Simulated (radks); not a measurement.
Q: These are the eigenvalues of the occupied orbitals of an atom or ion with whole-number occupations (eV). Method: Dirac Kohn-Sham, PBE, spin-unpolarised, spherical densities, point nucleus; computed with a radial shooting solver on a logarithmic mesh with Libxc functionals.

| orbital | eigenvalue |
|---|---|
| 1s1/2 | -3955.886 |
| 2s1/2 | -421.3003 |
| 2p1/2 | -344.1299 |
| 2p3/2 | -340.4427 |
| 3s1/2 | -53.9874 |
| 3p1/2 | -35.1352 |
| 3p3/2 | -34.7498 |
| 4s1/2 | -8.9652 |

Which element is it, and in what charge state? The configuration may be excited. Open shells, if any, are shared by 2j + 1.

A: Z = 20, calcium, charge +1: Ca+ in [Ar] 4s1. The list shows which subshells hold electrons but not how many an open one holds; the 1s level, -145.38 hartree, gives Z - s = 17.1 by -(Z - s)^2/2, which with screening and relativity narrows Z to a few neighbours, and the depths of the outer levels then fix element, charge and occupations together.
